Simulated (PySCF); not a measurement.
Compound: C4H7FSSi.
InChI=1S/C4H7FSSi/c5-7-2-1-4(6)3-7/h7H,1-3H2/t7-/m1/s1

The calculation used TDDFT CAM-B3LYP/def2-SVPD, vertical, gas phase, core orbitals frozen in the response (PySCF). Geometry: GFN2-xTB, one conformer, isolated molecule.

Each state is given a Gaussian of 0.3 eV full width at half maximum, with ε(max) = 2.175×10⁸ f / Δν̃ (Δν̃ the width in cm⁻¹). The cross-section is σ = 3.8235×10⁻²¹ ε cm², given in Mb (10⁻¹⁸ cm²). The width is an assumption, not a result. The curve ends short of the highest state used, and states not computed would add to its high-energy end.

```csv
E (eV),σ (Mb)
2.06,0.00
2.21,0.00
2.36,0.03
2.50,0.05
2.65,0.03
2.79,0.01
2.94,0.00
3.09,0.00
3.23,0.00
3.38,0.00
3.52,0.00
3.67,0.00
3.82,0.00
3.96,0.00
4.11,0.00
4.26,0.00
4.40,0.00
4.55,0.00
4.69,0.00
4.84,0.00
4.99,0.01
5.13,0.47
5.28,10.75
5.42,57.02
5.57,89.96
5.72,43.36
5.86,28.96
6.01,23.42
6.16,6.36
6.30,3.67
```

(1) Locate the maxima and give the states behind the curve.

(2) Does any computed singlet lie in the visible range?

(3) Coming from long wavelengths, where does ε first pass 100 L mol⁻¹ cm⁻¹?

(4) On this curve, what absorbance would a 10⁻³ mol/L sample give at 248 nm over a 1 cm path?

Results:

(1) 493 nm (2.51 eV), ε about 14, made up of S1 (100%); 224 nm (5.55 eV), ε about 24000, made up of S2 (99%); 210 nm (5.90 eV), ε about 7700, made up of S3 (39%) and S4 (55%) (hardly more than a shoulder) (ε in L mol⁻¹ cm⁻¹; maxima over ε = 5, shares over 10%). At its high-energy end, 6.30 eV, the curve is still rising (ε about 960, from S4, S5, S6 and S7). The states used: S1 2.51 eV (f 0.0002); S2 5.54 eV (f 0.265); S3 5.88 eV (f 0.034); S4 5.96 eV (f 0.052); S5 6.51 eV (f 0.014); S6 6.53 eV (f 0.018); S7 6.59 eV (f 0.026); S8 6.90 eV (f 0.0034).

(2) S1 lies in the visible range (380 to 750 nm), at 493 nm, dark in the vertical dipole picture (f under 0.0005); light of that wavelength is blue-green, and its complementary colour is red; a Tamm–Dancoff triplet lies at 598 nm, without intensity as long as spin–orbit coupling is left out.

(3) At about 242 nm (5.12 eV), 2.61 eV above S1.

(4) 248 nm is 4.999 eV, where ε is about 2.6 L mol⁻¹ cm⁻¹, so A = ε c l ≈ 0.0026 (Beer–Lambert, with the gas-phase spectrum and the assumed width).
